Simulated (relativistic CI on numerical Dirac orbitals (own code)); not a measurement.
## A ladder of approximations for the levels of B I

Calculated with a relativistic CI code on KLI orbitals (one set per configuration, finite nucleus), adding one ingredient at a time: step 1, Dirac-Coulomb, each configuration alone; step 2, with Breit and QED terms; step 3, with configuration mixing; step 4, with scaled Slater integrals (0.85); step 5, with a P86 correlation estimate; step 6, tied to the ionisation limit. P86 is a density functional for the correlation energy, evaluated here for each configuration and added to its levels. Step 6 is semi-empirical: configurations made of the next ion and one excited electron move by -7037 cm⁻¹, so that their limit matches the tabulated ionisation energy, and those with a non-penetrating f or g electron also take the P86 value of the least penetrating other one.

Configuration list (outside the closed core 1s2): 2s2.2p, 2s.2p2, 2s2.3s, 2s2.3p, 2s2.3d, 2s2.4s, 2s2.4p, 2s2.4f, 2p3, 2s2.4d.

Computed minus measured energy above the ground level, in cm⁻¹, for 7 of the 12 excited levels that pair in every step (one J of a term; a digit in brackets numbers repeated terms):

```
Configuration  Term    J  Measured  Step 1  Step 2  Step 3  Step 4  Step 5  Step 6
       2s2.2p   2P°  3/2        15       5      -1      -3      -2      -2      -2
       2s.2p2    4P  1/2     28870  -10944  -10952   -4368   -2333   -1758   -1755
       2s2.3s    2S  1/2     40040   -1292   -1295    5210    3532    6828    -185
       2s2.3p   2P°  1/2     48612   -2132   -2136    4462    2771    6673    -359
       2s2.3d    2D  3/2     54768   -3219   -3223    4637    2590    6498     487
       2s2.4s    2S  1/2     55010   -2509   -2512    4026    2333    7126     172
       2s2.4p   2P°  1/2     57786   -2769   -2772    3816    2124    7224     190
```

Mean absolute errors in cm⁻¹, over all paired levels and for the configurations:

| Configuration, levels | Step 1 | Step 2 | Step 3 | Step 4 | Step 5 | Step 6 |
| --- | --- | --- | --- | --- | --- | --- |
| all, 12 | 4405 | 4410 | 4014 | 2319 | 5002 | 641 |
| 2s2.2p, 1 | 5 | 1 | 3 | 2 | 2 | 2 |
| 2s.2p2, 3 | 10940 | 10951 | 4367 | 2332 | 1757 | 1755 |
| 2s2.3s, 1 | 1292 | 1295 | 5210 | 3532 | 6828 | 185 |
| 2s2.3p, 2 | 2132 | 2136 | 4462 | 2771 | 6673 | 359 |
| 2s2.3d, 2 | 3219 | 3223 | 4637 | 2590 | 6498 | 487 |
| 2s2.4s, 1 | 2509 | 2512 | 4026 | 2333 | 7126 | 172 |
| 2s2.4p, 2 | 2769 | 2772 | 3816 | 2124 | 7224 | 190 |

Measured levels: NIST Handbook of Basic Atomic Spectroscopic Data (Sansonetti and Martin, J. Phys. Chem. Ref. Data 34, 1559 (2005)).

The mean absolute error is lowest at step 6 (641 cm⁻¹), and the largest single drop is from step 5 to 6 (5002 to 641). The Breit and QED terms change the top of the ground term (measured 15) from 20 to 15. Mixing lowers the ground level by 6585, with 2p3 as its largest admixture; relative to it the configurations that move most are 2s2.3d by +7860, 2s2.3p by +6598, 2s2.4p by +6588. Configurations whose own partners of that kind are not in the list rise by much of that lowering, so a short list can trade one imbalance for another. The P86 estimate moves 2s2.4p by +5100, 2s2.4s by +4793, 2s2.3d by +3908, and takes the mean absolute error of the excited configurations from 2530 to 5456; it adds to levels that were already too high. Step 6 takes that error from 5456 to 700; the error more than halves for 2s2.3s, 2s2.3p, 2s2.3d, 2s2.4s, 2s2.4p.
